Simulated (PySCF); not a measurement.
## Correlation energy of Sr⁺ (strontium, charge +1)

[Kr] 5s1, 2S determinant. Calculation: PySCF 2.14, in def2-QZVPPD with the def2 core potential (28 electrons); a scalar-relativistic core potential. Frozen: nothing; 9 electrons correlated.

| level | correlation energy (mhartree) |
| --- | --- |
| CCSD | -222.56 |
| (T) | -6.40 |
| CCSD(T) | -228.96 |

Diagnostics: T1 = 0.011, D1 = 0.0467, largest double amplitude 0.017.

Cost of the coupled-cluster step: of the order of 7 core-seconds, for 9 correlated electrons.

Iterations:

```
CC2 = 0
CCSD nocc = (np.int64(5), np.int64(4)), nmo = (63, 63)
frozen orbitals [[], []]
max_cycle = 100
direct = 0
conv_tol = 1e-08
conv_tol_normt = 1e-06
diis_space = 8
diis_start_cycle = 0
Init t2, MP2 energy = -0.20898300871477
Init E_corr(UCCSD) = -0.208983008732717
cycle = 1  E_corr(UCCSD) = -0.218976816691328  dE = -0.00999380796  norm(t1,t2) = 0.0377958
cycle = 2  E_corr(UCCSD) = -0.221812154400585  dE = -0.00283533771  norm(t1,t2) = 0.0115258
cycle = 3  E_corr(UCCSD) = -0.222682946370663  dE = -0.00087079197  norm(t1,t2) = 0.00493756
cycle = 4  E_corr(UCCSD) = -0.22257748629785  dE = 0.000105460073  norm(t1,t2) = 0.000419298
cycle = 5  E_corr(UCCSD) = -0.222558955078126  dE = 1.85312197e-05  norm(t1,t2) = 9.01176e-05
cycle = 6  E_corr(UCCSD) = -0.222560180856969  dE = -1.22577884e-06  norm(t1,t2) = 1.2235e-05
cycle = 7  E_corr(UCCSD) = -0.222560259637384  dE = -7.87804151e-08  norm(t1,t2) = 1.42258e-06
cycle = 8  E_corr(UCCSD) = -0.222560240368302  dE = 1.92690817e-08  norm(t1,t2) = 2.55661e-07
cycle = 9  E_corr(UCCSD) = -0.222560240154456  dE = 2.13846163e-10  norm(t1,t2) = 3.45526e-08
UCCSD converged
E(UCCSD) = -30.39540687973631  E_corr = -0.2225602401544562
UCCSD(T) correction = -0.00639749884042924
```

The basis has no tight functions for the innermost shells, so their pair energies are far from complete.

This basis was not built for core-valence correlation, so the inner-shell part is incomplete.
